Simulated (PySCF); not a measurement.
## Magnetisability: `CC(=O)[Si@H](O)[SiH2]B(O)O`, C₂H₉BO₄Si₂

Molfile (atoms numbered from 1):
```
C2H9BO4Si2
     RDKit          3D

 18 17  0  0  0  0  0  0  0  0999 V2000
   -3.1114   -0.5738   -0.5788 C   0  0  0  0  0  0  0  0  0  0  0  0
   -2.2383    0.6046   -0.2534 C   0  0  0  0  0  0  0  0  0  0  0  0
   -2.5807    1.7493   -0.4742 O   0  0  0  0  0  0  0  0  0  0  0  0
   -0.4982    0.2988    0.5092 Si  0  0  2  0  0  4  0  0  0  0  0  0
    0.1226    1.7861    0.7544 O   0  0  0  0  0  0  0  0  0  0  0  0
    0.9686   -0.8436   -0.8730 Si  0  0  0  0  0  4  0  0  0  0  0  0
    2.7922   -0.0901   -0.8593 B   0  0  0  0  0  0  0  0  0  0  0  0
    3.7527   -0.3482    0.0742 O   0  0  0  0  0  0  0  0  0  0  0  0
    3.1111    0.7918   -1.8264 O   0  0  0  0  0  0  0  0  0  0  0  0
   -4.0459   -0.2629   -1.0407 H   0  0  0  0  0  0  0  0  0  0  0  0
   -3.3166   -1.1188    0.3397 H   0  0  0  0  0  0  0  0  0  0  0  0
   -2.5648   -1.2386   -1.2436 H   0  0  0  0  0  0  0  0  0  0  0  0
   -0.7946   -0.2853    1.8313 H   0  0  0  0  0  0  0  0  0  0  0  0
   -0.4583    2.5433    0.6817 H   0  0  0  0  0  0  0  0  0  0  0  0
    0.3695   -0.9675   -2.2147 H   0  0  0  0  0  0  0  0  0  0  0  0
    0.9412   -2.2414   -0.3743 H   0  0  0  0  0  0  0  0  0  0  0  0
    3.5513   -0.9689    0.7709 H   0  0  0  0  0  0  0  0  0  0  0  0
    3.9906    1.1715   -1.7641 H   0  0  0  0  0  0  0  0  0  0  0  0
  1  2  1  0
  2  3  2  0
  2  4  1  0
  4  5  1  0
  4  6  1  0
  6  7  1  0
  7  8  1  0
  7  9  1  0
  1 10  1  0
  1 11  1  0
  1 12  1  0
  4 13  1  1
  5 14  1  0
  6 15  1  0
  6 16  1  0
  8 17  1  0
  9 18  1  0
M  END
```

The calculation used GIAO HF/6-31G* magnetisability, rotational g tensor and spin-rotation constants, non-relativistic, gas phase (PySCF 2.14.0). Geometry: GFN2-xTB.

(1) How diamagnetic is it, and how anisotropic?

(2) Split it along the inertial axes a, b, c into diamagnetic and paramagnetic parts about the centre of mass, with the quadrupole moment.

(3) And the rotational g tensor?

Answers

(1) Isotropic -1414 × 10⁻³⁰ J/T², or -85.1 × 10⁻⁶ cm³/mol; principal values -1587, -1459, -1195 × 10⁻³⁰ J/T², anisotropy 347 × 10⁻³⁰ J/T² (root of half the summed squared differences of the principal values). The susceptibility is in cgs units.

(2) 
| axis | χ (10⁻⁶ cm³/mol) | diamagnetic (10⁻⁶ cm³/mol) | paramagnetic (10⁻⁶ cm³/mol) | summed x² of all electrons (Å²) | quadrupole Θ (D Å) |
| --- | --- | --- | --- | --- | --- |
| a | -84.9 | -695.7 | 610.8 | 468.1 | +2.15 |
| b | -84.6 | -2258.7 | 2174.1 | 99.6 | -0.61 |
| c | -85.9 | -2408.5 | 2322.5 | 64.3 | -1.54 |

Anisotropies 2χaa − χbb − χcc = +0.7 and 2χbb − χaa − χcc = +1.7 × 10⁻⁶ cm³/mol. Θ is traceless in Buckingham's convention.

(3) 
```csv
axis,rotational constant (GHz),g,nuclear part,electronic part
a,2.1619,-0.0370,0.5833,-0.6203
b,0.5387,-0.0089,0.5414,-0.5503
c,0.5059,-0.0079,0.5441,-0.5520
```
Asymmetric top; isotopes 11B, 12C, 1H, 16O, 28Si; no vibrational averaging.
